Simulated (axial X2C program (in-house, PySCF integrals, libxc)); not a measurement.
Ionising AsBr

Computed with an in-house relativistic program for diatomic molecules, spin-free (one-electron X2C) or two-component (2c: spin–orbit coupling with atomic mean-field Coulomb and Gaunt terms, which also bring small scalar terms), in Dyall basis sets with cores contracted in-house; open shells are unrestricted.

Basis sets: As dyall-cv3z, Br dyall-cv3z.

```tsv
Hamiltonian	level	AsBr state	Re (Å)	ωe (cm⁻¹)	De (eV)
spin-free	HF	M_S = 1, Λ = 0	2.318	308.9	1.32
spin-free	PBE0	M_S = 1, Λ = 0	2.294	314.6	2.84
2c	PBE0	Ω = 1	2.295	313.5	2.73
```

Adiabatic ionisation energy (minimum to minimum, no zero-point term) and constants of AsBr⁺:

| Hamiltonian | level | AsBr⁺ state | IE (eV) | Re (Å) | ωe (cm⁻¹) | De (eV) | fragments |
| --- | --- | --- | --- | --- | --- | --- | --- |
| spin-free | HF | M_S = 1/2, Λ = 1 | 8.84 | 2.173 | 396.6 | 1.89 | Br + As+ |
| spin-free | PBE0 | M_S = 1/2, Λ = 1 | 8.92 | 2.176 | 387.6 | 3.86 | Br + As+ |
| 2c | PBE0 | Ω = 1/2 | 8.79 | 2.178 | 386.0 | n/a | Br + As+ |

Q: Add the zero-point terms to the ionisation energy at PBE0, 2c, and say whether the electron removed was bonding.

A: IE0 = IE + (ωe⁺ − ωe)/2 = 8.79 + (0.004) = 8.79 eV. Re changes by -0.117 Å, but the two determinants differ by more than one electron in one block, so no single orbital tells the change.

Each entry is the lowest single determinant of a limited PBE0 search at one distance. De goes to single-determinant-based atoms at the same level (for ions the charge split of lowest energy) and is withheld (n/a) where an atom does not fit its ground term or J level. Main or longest-lived isotopes. One determinant is a doubtful description, or other states lie close, for AsBr, AsBr⁺; these need not be ground states, and all values refer to the states named. Some open-shell Ω = 0 determinants are out of reach, so the Ω given for AsBr need not be the lowest component. With several unpaired electrons the Ω given is that of one determinant, not necessarily of the lowest component. The functionals have no current term, which raises determinants with orbital currents.
